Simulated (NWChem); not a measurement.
Species: C₂H₅ClSi; SMILES C=C([SiH3])Cl

Question: Give the equilibrium geometry at PBE-D3(BJ)/def2-SVP (NWChem) as an XYZ file, with the point group.

Answer: point group Cs; any orientation.
```
9

C      1.8018     0.2965     0.0000
C      0.4678     0.1149     0.0000
Si    -0.4301    -1.5475     0.0000
Cl    -0.6219     1.4995     0.0000
H      2.4704    -0.5787     0.0000
H      2.2584     1.2993     0.0000
H     -1.2978    -1.6503    -1.2219
H      0.5937    -2.6488     0.0000
H     -1.2978    -1.6503     1.2219
```
